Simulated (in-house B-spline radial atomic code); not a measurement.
A calculation on the germanium ion Ge⁷⁺ (an excited or competing configuration): its settings, and results tabulated from the run. Computed with a B-spline radial code for spherical atoms: Dirac-Hartree-Fock, average of the jj configuration, Fermi nucleus of rms radius 4.0742 fm.

In the input, a minus or plus after the letter marks the j = l - 1/2 or j = l + 1/2 subshell.

Command:
```bash
python run_scf.py task.json out
```
Settings (nuclear radius in fm, mass in u):
```
Z                32
configuration    1s2 2s2 2p6 3s2 3p-1 3p+4 3d-3 3d+4 6g-1
hamiltonian      dirac
method           hf
spin_polarised   False
nucleus          fermi
rms_radius       4.0742
atomic_mass      73.92118
speed_of_light   137.035999084
```

Output (hartree, bohr):
```
 radial grid: 69 intervals, B-splines of order 8, outer radius 24.9351 bohr

 iter        energy (Eh)    residual
    1      -2043.5859366    1.27e+00
    2      -2066.8876440    6.05e-01
    3      -2071.1226903    2.06e-01
    4      -2071.6112600    6.56e-02
    5      -2071.6552455    2.41e-02
    6      -2071.6639950    1.23e-03
    7      -2071.6640097    2.62e-05
    8      -2071.6640097    2.56e-06
    9      -2071.6640097    1.62e-07

 total energy                    -2071.664010
 kinetic                           2116.84287
 electron-nucleus                 -4848.63741
 electron-electron                  660.13053

 first-order corrections (not in the total)
   Gaunt                            1.03669
   retardation                     -0.09632
   frequency dependence            -0.00388
   self-energy                      0.70205
   Uehling                         -0.06710
   Wichmann-Kroll                   0.00061
   recoil                           0.01149

 orbital      occ     eigenvalue          <r>       <r^2>       <1/r>       <r^4>     <1/r^2>       r_max    small
 1s1/2      2.000     -417.84797    0.0469756  0.00297011     32.3884 2.27605e-05     2168.89     0.03073  1.34e-02
 2s1/2      2.000      -60.13105       0.2087   0.0514159     7.18866  0.00458747     221.822      0.1756  2.62e-03
 2p1/2      2.000      -53.97957     0.181238   0.0403324     7.10514  0.00329897     71.3746      0.1394  2.58e-03
 2p3/2      4.000      -52.84860     0.184349   0.0415738     6.92687  0.00346841     65.5653      0.1421  2.54e-03
 3s1/2      2.000      -13.29679     0.597975    0.409113      2.3846      0.2587     37.0084      0.5322  6.44e-04
 3p1/2      1.000      -11.34220     0.601529    0.420447     2.28935    0.286898     11.8798      0.5251  6.08e-04
 3p3/2      4.000      -11.04895     0.610721    0.433057     2.23817    0.304115     10.8274      0.5324  5.91e-04
 3d3/2      3.000       -7.55785     0.607629    0.443944     2.03577    0.376893     5.31585      0.4711  5.03e-04
 3d5/2      4.000       -7.63170     0.608963    0.445061     2.02668    0.376432     5.25181      0.4739  5.00e-04
 6g7/2      1.000       -0.88999      5.48667     33.8888    0.223174     1572.19   0.0666496       5.834  2.39e-05

 Slater integrals (Eh)
   F0(3p1/2,3p1/2)               1.497743
   F0(3p1/2,3p3/2)               1.486253
   G2(3p1/2,3p3/2)               0.750274
   F0(3p1/2,3d3/2)               1.490165
   G1(3p1/2,3d3/2)               0.869005
   F0(3p1/2,3d5/2)               1.488425
   G3(3p1/2,3d5/2)               0.546252
   F0(3p1/2,6g7/2)               0.223147
   G3(3p1/2,6g7/2)               0.000572
   F0(3p3/2,3p3/2)               1.475080
   F2(3p3/2,3p3/2)               0.746370
   F0(3p3/2,3d3/2)               1.478390
   F2(3p3/2,3d3/2)               0.719414
   G1(3p3/2,3d3/2)               0.857817
   G3(3p3/2,3d3/2)               0.539285
   F0(3p3/2,3d5/2)               1.476712
   F2(3p3/2,3d5/2)               0.720097
   G1(3p3/2,3d5/2)               0.860098
   G3(3p3/2,3d5/2)               0.540848
   F0(3p3/2,6g7/2)               0.223145
   F2(3p3/2,6g7/2)               0.011529
   G3(3p3/2,6g7/2)               0.000621
   G5(3p3/2,6g7/2)               0.000436
   F0(3d3/2,3d3/2)               1.498367
   (list cut)
```

Time taken, with all properties: 0.64 s on 1 thread of AMD EPYC 9R45 (shared host).

For the Dirac Hamiltonian the kinetic term is c α·p + (β - 1)c².
